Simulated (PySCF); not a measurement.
Species: C₉H₁₂N (charge +1).
SMILES with atom numbers: `[CH3:1][N:2]([CH3:3])[c:4]1[cH:5][cH:6][cH:7][cH:8][cH:9][cH+:10]1` (hydrogens: H11, H12, H13 on C1; H14, H15, H16 on C3; H17 on C5; H18 on C6; H19 on C7; H20 on C8; H21 on C9; H22 on C10)

Theory: PySCF 2.14.0, PBE0-D3(BJ)/def2-SVP geometry optimisation, gas phase.

Problem. What internal coordinates does the optimisation give?

Solution. 
```csv
bond,length (bohr),order
"C1–N2, N2–C3",2.754,single
N2–C4,2.533,single
"C4–C5, C4–C10",2.712,aromatic
"C5–C6, C9–C10",2.593,aromatic
"C6–C7, C8–C9",2.678,aromatic
C7–C8,2.591,aromatic
C1–H11 and 5 like bonds,2.076,single
"C5–H17, C10–H22",2.058,single
"C6–H18, C9–H21",2.068,single
"C7–H19, C8–H20",2.066,single
```

Bonds in one row agree within 0.02 bohr and their mean is given. Orders are formal, as drawn. A selection of angles:
```csv
angle,degrees
C1–N2–C3,117.4
C1–N2–C4,121.3
N2–C4–C5,118.5
C5–C4–C10,122.9
C4–C5–C6,130.3
C5–C6–C7,131.1
C6–C7–C8,127.1
```

Torsions: C1–N2–C4–C5 -1° (synperiplanar).

The C–C distances run from 1.371 Å (C7–C8, aromatic) to 1.435 Å (C4–C5, aromatic), a spread of 0.064 Å. C5 (aromatic CH carbon) is planar (angles 130.3°, 115.6° and 114.0°, sum 360.0°, 0.00 Å off the plane of its three neighbours). C7 (aromatic CH carbon) is planar (angles 127.1°, 117.1° and 115.8°, sum 360.0°, 0.00 Å off the plane of its three neighbours). Of the pairs four or more bonds apart, C3···H22 is among the closest relative to their van der Waals radii: 2.33 Å, 80 % of the sum of Bondi's values. N2 (aniline-type nitrogen) is planar (angles 121.3°, 121.3° and 117.4°, sum 360.0°, 0.00 Å off the plane of its three neighbours). The 10 heavy atoms lie in one plane (0.011 Å rms). C6 (aromatic CH carbon) is planar (angles 131.1°, 114.6° and 114.3°, sum 360.0°, 0.00 Å off the plane of its three neighbours).

No PBE0-D3(BJ)/def2-SVP frequencies stand behind this structure, so it isn't proved a minimum.

Hardware: an Arm Neoverse V1 with one thread, on a shared host. Cost: 6.2 min of wall time, 0.92 GiB resident at most. This is the geometry optimisation.
